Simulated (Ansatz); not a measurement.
The cluster ZrAu6⁺, relaxed as a doublet with UKS r2SCAN-D4/def2-SVP in Ansatz, starting from the GFN1-xTB geometry. Force threshold 0.02 eV/Å.

In the def2 sets Au, Zr take a core potential; there is no spin–orbit coupling. The structure comes from a short search, and lower isomers may exist.

Start:

```tsv
atom	x (Å)	y (Å)	z (Å)
Zr1	-0.2165	-0.0468	-0.2924
Au2	-1.4321	-1.7355	-1.8499
Au3	2.5090	-0.2512	-0.4145
Au4	1.1352	-1.4792	1.6286
Au5	-1.1265	-0.0622	2.2867
Au6	-1.9940	1.8408	0.4490
Au7	1.1249	1.7341	-1.8074
```

**Question.** Estimate the energy that the relaxation releases and the steps that it takes.

**Answer.** 0.14 eV, in 7 steps; 2.4 min on 4 threads of Arm Neoverse V2 on a shared host. No frequencies were taken in this run, so the end may be a saddle point.

**Question.** Does the start keep its bonding and symmetry?

**Answer.** By distances, no bond broke or formed. The bond that changes most is Zr1–Au2, from 2.60 to 2.48 Å (atoms count from 1). The end is the same structure that another start reached, the lowest one found.

**Question.** Predict the relaxed structure.

**Answer.** 
```xyz
7

Zr   -0.255    0.085   -0.352
Au   -1.358   -1.645   -1.751
Au    2.470   -0.204   -0.334
Au    1.072   -1.506    1.542
Au   -1.062   -0.058    2.264
Au   -2.148    1.737    0.579
Au    1.281    1.592   -1.948
```
Bond lengths (bridged metal pairs left out): 6 × Au–Zr 2.48 to 2.81 Å; 4 × Au–Au 2.68 to 2.69 Å.
